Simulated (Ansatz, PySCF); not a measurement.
This PySCF input computes a r2SCAN/def2-TZVPD energy:

```python
from pyscf import gto, scf, dft

mol = gto.M(
    atom='''
    C    -2.23602167   -0.12907857   -0.00847515
    C    -0.74449004   -0.17442297    0.11709029
    C     0.00078433   -1.00543156    0.91725390
    C     1.43907013   -0.87964936    0.88370247
    C     1.73431041    0.10556828    0.00159997
    S     0.28646737    0.88055291   -0.78711687
    H    -2.65362397    0.84516866    0.27125001
    H    -2.67888962   -0.88061286    0.65211477
    H    -2.58029468   -0.33982218   -1.02771935
    H    -0.51900633   -1.72877902    1.54778782
    H     2.68641778    0.51328387   -0.31659222
    ''',
    basis='def2-tzvpd',
    charge=-1,
    spin=0,
    verbose=4,
)

mf = dft.RKS(mol, xc='r2scan').density_fit(auxbasis='def2-universal-jkfit')
mf.grids.level = 4
mf.conv_tol = 1e-9
mf.max_cycle = 100
mf.max_memory = 1500
mf.kernel()
if not mf.converged:
    mf = mf.newton()
    mf.kernel(mf.make_rdm1())
mf.analyze()
```

Q: Write an input for the same energy in Ansatz (an electronic-structure program) and say what it gives.

A: 
Ansatz 0.2 input:
```yaml
crystal:
  periodic: [false, false, false]
  atoms:
    - {symbol: C, position_ang: [-2.23602167, -0.12907857, -0.00847515]}
    - {symbol: C, position_ang: [-0.74449004, -0.17442297, 0.11709029]}
    - {symbol: C, position_ang: [0.00078433, -1.00543156, 0.91725390]}
    - {symbol: C, position_ang: [1.43907013, -0.87964936, 0.88370247]}
    - {symbol: C, position_ang: [1.73431041, 0.10556828, 0.00159997]}
    - {symbol: S, position_ang: [0.28646737, 0.88055291, -0.78711687]}
    - {symbol: H, position_ang: [-2.65362397, 0.84516866, 0.27125001]}
    - {symbol: H, position_ang: [-2.67888962, -0.88061286, 0.65211477]}
    - {symbol: H, position_ang: [-2.58029468, -0.33982218, -1.02771935]}
    - {symbol: H, position_ang: [-0.51900633, -1.72877902, 1.54778782]}
    - {symbol: H, position_ang: [2.68641778, 0.51328387, -0.31659222]}
basis:
  gaussian:
    orbitals: def2-TZVPD
hamiltonian:
  xc: {name: r2SCAN}
total_charge: -1
output: {forces: true}
```
It gives -591.63005 Eh, and PySCF -591.63013 Eh, a difference of 0.08 mEh, from the treatment of integrals and grids.

It need not be the lowest isomer of its formula. Whether it binds its extra electron was not tested at this geometry.
